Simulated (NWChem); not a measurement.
Everything below was run with NWChem. System: selenophene (C$_{4}$H$_{4}$Se), charge 0, spin multiplicity 1, at a geometry optimised with PBE0/def2-SVP. Level: G0W0@B3LYP/def2-TZVP, RI basis def2-tzvp-rifit, VWN1-RPA local correlation.

Job file:

```
start mol
memory heap 200 mb stack 700 mb global 1700 mb
geometry units angstroms nocenter noautoz
  C     -0.714480     0.000000     1.672871
  C      0.714480     0.000000     1.672871
  C      1.283666     0.000000     0.431084
  Se     0.000000     0.000000    -0.906058
  C     -1.283666     0.000000     0.431084
  H     -1.307728     0.000000     2.590033
  H      1.307728     0.000000     2.590033
  H      2.346111     0.000000     0.189222
  H     -2.346111     0.000000     0.189222
  symmetry group C2v
end
basis spherical
  * library def2-tzvp
end
basis "ri basis" bse spherical
  * library def2-tzvp-rifit
end
dft
  xc b3lyp
  iterations 100
  direct
  tolerances tight
end
task dft energy
gw
  method cdgw
  states alpha occ 4 vir 2
end
task dft gw
```

Output (cleaned and shortened):

```
             Northwest Computational Chemistry Package (NWChem) 7.3.0
             --------------------------------------------------------

                                NWChem Input Module
                                -------------------

 Scaling coordinates for geometry "geometry" by  1.889725989
 (inverse scale =  0.529177249)

 Turning off AUTOSYM since
 SYMMETRY directive was detected!

                             Geometry "geometry" -> ""
                             -------------------------

 Output coordinates in angstroms (scale by  1.889725989 to convert to a.u.)

  No.       Tag          Charge          X              Y              Z
 ---- ---------------- ---------- -------------- -------------- --------------
    1 C                    6.0000    -0.71448000     0.00000000     1.67287100
    2 C                    6.0000     0.71448000     0.00000000     1.67287100
    3 C                    6.0000     1.28366600     0.00000000     0.43108400
    4 Se                  34.0000     0.00000000     0.00000000    -0.90605800
    5 C                    6.0000    -1.28366600     0.00000000     0.43108400
    6 H                    1.0000    -1.30772800     0.00000000     2.59003300
    7 H                    1.0000     1.30772800     0.00000000     2.59003300
    8 H                    1.0000     2.34611100     0.00000000     0.18922200
    9 H                    1.0000    -2.34611100     0.00000000     0.18922200

 Effective nuclear repulsion energy (a.u.)     312.3154252040

            Nuclear Dipole moment (a.u.)
            ----------------------------
        X                 Y               Z
 ---------------- ---------------- ----------------
     0.0000000000     0.0000000000    -0.0000037795

      Symmetry information
      --------------------

 Group name             C2v
 Group number             16
 Group order               4
 No. of unique centers     5

      Symmetry unique atoms

     1    3    4    6    8


 Summary of "ao basis" -> "" (spherical)
 ------------------------------------------------------------------------------
       Tag                 Description            Shells   Functions and Types
[...]
           0.000000000000         766.109152187389           0.000000000000
           0.000000000000           0.000000000000         236.905854750487

     Multipole analysis of the density
     ---------------------------------

     L   x y z        total         alpha         beta         nuclear
     -   - - -        -----         -----         ----         -------
     0   0 0 0     -0.000000    -31.000000    -31.000000     62.000000

     1   1 0 0      0.000000      0.000000      0.000000      0.000000
     1   0 1 0     -0.000000     -0.000000     -0.000000      0.000000
     1   0 0 1      0.132391      0.066197      0.066197     -0.000004

     2   2 0 0    -27.500879    -85.757629    -85.757629    144.014380
     2   1 1 0      0.000000      0.000000      0.000000      0.000000
     2   1 0 1      0.000000      0.000000      0.000000      0.000000
     2   0 2 0    -34.145276    -17.072638    -17.072638      0.000000
     2   0 1 1      0.000000      0.000000      0.000000      0.000000
     2   0 0 2    -29.345195   -152.537319   -152.537319    275.729442

 Task  times  cpu:       75.0s     wall:       75.0s

                                NWChem Input Module
                                -------------------

                                 NWChem GW Module
                                 ----------------

                             ***********************
                             ***        GW       ***
                             ***********************

 Summary of "ri basis" -> "ri basis" (spherical)
 ------------------------------------------------------------------------------
       Tag                 Description            Shells   Functions and Types
 ---------------- ------------------------------  ------  ---------------------
 C                      def2-tzvp-rifit             22       76   8s6p4d3f1g
 Se                     def2-tzvp-rifit             37      159   10s9p8d5f4g1h
 H                      def2-tzvp-rifit              7       15   4s2p1d

                 Memory Information
                 ------------------
          Available GA per process is          1699.7 MBs
          Available stack per process is        700.0 MBs
          Available heap per process is           0.0 MBs

          Peak memory in Initialization
              Peak GA per process is                 28.1 MBs
              Peak stack per process is               0.4 MBs
              Peak heap per process is               29.1 MBs
              Memory not in MA per process            0.0 MBs

          Peak memory in CDGW Calculation
              Peak GA per process is                 32.6 MBs
              Peak stack per process is               4.2 MBs
              Peak heap per process is                4.5 MBs
              Memory not in MA per process            0.0 MBs

          Computing 2-center integrals
          Computing Inverse Cholesky factor
          Computing 3-center integrals
          Computing Vxc

          Computing Sigma_x
          Computing W(iw) on the imaginary grid
          Solving quasiparticle equations

                  Alpha Orbitals
          State     Energy (eV)     Error (eV)
          -----------------------------------
@GW        28        -12.201           0.005
@GW        29        -11.153           0.002
@GW        30         -8.609           0.004
@GW        31         -8.605           0.002
@GW        32          1.264           0.002
@GW        33          2.164           0.005

     GW Timing Statistics
   ------------------------
   Init.   :          0.3s
     ERIs  :          7.2s
     Distr.:          0.1s
     Vxc   :          9.2s
   Vmo     :          0.0s
   iW      :         11.1s
   I_n     :          0.0s
   R_n     :          2.0s
   GW total:         29.9s

 Task  times  cpu:       29.9s     wall:       29.9s

 Total times  cpu:      104.9s     wall:      104.9s
```
